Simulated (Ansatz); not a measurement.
Relaxation of CH4F2Ge (8 atoms, charge 0, multiplicity 1), to a largest force component of 0.02 eV/Å in at most 40 steps.

Level of theory: RKS B3LYP-D4/def2-SVP (Ansatz 0.2.0).

```xyz
8
Properties=species:S:1:pos:R:3:forces:R:3
Ge 0.000 0.000 0.000 -1.44 -2.58 1.89
H 0.000 0.000 1.550 0.20 0.34 -0.15
F 1.584 0.000 -0.559 1.87 0.26 -0.75
F -0.791 1.371 -0.559 -0.73 1.78 -0.76
C -0.923 -1.599 -0.653 0.01 0.03 -0.29
H -1.423 -2.111 0.196 0.15 0.17 -0.26
H -1.683 -1.307 -1.407 0.21 -0.17 0.20
H -0.187 -2.288 -1.118 -0.26 0.17 0.12
```

Where does it end, and by what steps?

The run converged. The force dipped under the threshold on the way, but the program's further checks kept it going. After 18 steps the energy has fallen by 0.211 eV; H7 moved furthest, 0.51 Å.

```json
{"step": "0", "energy less start (eV)": "0.0000", "largest force component (eV/Å)": "2.583", "accepted": "yes"}
{"step": "1", "energy less start (eV)": "-0.1559", "largest force component (eV/Å)": "0.995", "accepted": "yes"}
{"step": "2", "energy less start (eV)": "-0.1976", "largest force component (eV/Å)": "0.137", "accepted": "yes"}
{"step": "3", "energy less start (eV)": "-0.1985", "largest force component (eV/Å)": "0.034", "accepted": "yes"}
{"step": "4", "energy less start (eV)": "-0.1987", "largest force component (eV/Å)": "0.020", "accepted": "yes"}
{"step": "5", "energy less start (eV)": "-0.1993", "largest force component (eV/Å)": "0.039", "accepted": "yes"}
{"step": "6", "energy less start (eV)": "-0.1819", "largest force component (eV/Å)": "0.563", "accepted": "no"}
{"step": "7", "energy less start (eV)": "-0.2011", "largest force component (eV/Å)": "0.009", "accepted": "yes"}
{"step": "8", "energy less start (eV)": "-0.2023", "largest force component (eV/Å)": "0.068", "accepted": "yes"}
{"step": "9", "energy less start (eV)": "-0.2030", "largest force component (eV/Å)": "0.150", "accepted": "yes"}
{"step": "10", "energy less start (eV)": "-0.2050", "largest force component (eV/Å)": "0.103", "accepted": "yes"}
{"step": "11", "energy less start (eV)": "-0.2077", "largest force component (eV/Å)": "0.085", "accepted": "yes"}
{"step": "12", "energy less start (eV)": "-0.2073", "largest force component (eV/Å)": "0.224", "accepted": "no"}
{"step": "13", "energy less start (eV)": "-0.2071", "largest force component (eV/Å)": "0.122", "accepted": "no"}
{"step": "14", "energy less start (eV)": "-0.2091", "largest force component (eV/Å)": "0.017", "accepted": "yes"}
{"step": "15", "energy less start (eV)": "-0.2105", "largest force component (eV/Å)": "0.040", "accepted": "yes"}
{"step": "16", "energy less start (eV)": "-0.2090", "largest force component (eV/Å)": "0.237", "accepted": "no"}
{"step": "17", "energy less start (eV)": "-0.2093", "largest force component (eV/Å)": "0.085", "accepted": "no"}
{"step": "18", "energy less start (eV)": "-0.2110", "largest force component (eV/Å)": "0.004", "accepted": "yes"}
```

```xyz
8
Properties=species:S:1:pos:R:3
Ge -0.022 -0.069 0.066
H 0.334 -0.019 1.559
F 1.454 0.181 -0.823
F -0.979 1.343 -0.283
C -0.923 -1.621 -0.659
H -1.793 -1.882 -0.038
H -1.264 -1.391 -1.679
H -0.231 -2.475 -0.693
```

The run took 110 s on 2 threads of AMD EPYC (Zen 3) (shared host), peak memory 0.21 GiB.
